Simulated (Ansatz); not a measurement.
Harmonic frequencies (cm⁻¹) at PBE0-D4/def2-TZVP from Ansatz: 150, 192, 220, 344, 378, 417, 444, 483, 535, 631, 654, 699, 847, 874, 905, 931, 1136, 1395, 1740, 2068, 2202, 2243, 3117, 3200.

(1) Which molecule is it?
A. `OCBBr`
B. `[OH][GeH2][S][GaH2]`
C. `[SiH3][As]1[CH2][GaH]1`
D. `[CH3][Ge]([F])([F])[AlH2]`

Answers

(1) C.
